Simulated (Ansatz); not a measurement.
In2Se3⁻, relaxed as a doublet with UKS PBE-D4/def2-SVPD in Ansatz, starting from the GFN1-xTB geometry. Force threshold 0.02 eV/Å.

In the def2 sets In takes a core potential; there is no spin–orbit coupling. The relaxation made no stability test and no search for a lower SCF solution. The structure comes from a short search, and lower isomers may exist.

Start:

```csv
atom,x (Å),y (Å),z (Å)
In1,-1.527,0.598,-1.283
In2,1.221,-0.306,1.658
Se3,0.454,-1.456,-0.866
Se4,-1.507,0.399,1.531
Se5,1.358,0.764,-1.039
```

| step | energy (eV) | largest force component (eV/Å) | SCF passes |
| --- | --- | --- | --- |
| 1 | -206350.8210 | 0.478 | 46 |
| 2 | -206350.9144 | 0.228 | 38 |
| 3 | -206350.9530 | 0.373 | 38 |
| 4 | -206351.0692 | 0.353 | 39 |
| 5 | -206351.0800 | 0.616 | 28 |
| 6 | -206351.1581 | 0.108 | 24 |
| 7 | -206351.1619 | 0.273 | 25 |
| 8 | -206351.1708 | 0.029 | 24 |
| 9 | -206351.1709 | 0.004 | 26 |

Force components are those of the run's own axes.

End:

```xyz
5

In   -1.420    0.467   -1.015
In    0.945   -0.292    1.515
Se    0.649   -1.541   -1.069
Se   -1.618    0.585    1.686
Se    1.443    0.781   -1.117
```

By distances, no bond broke or formed. The bond that changes most is In1–Se4, from 2.82 to 2.71 Å (atoms count from 1). The end is the same structure that another start reached.

No frequencies were taken in this run, so the end may be a saddle point.

It took 50 s on 4 threads of Arm Neoverse V2 on a shared host.
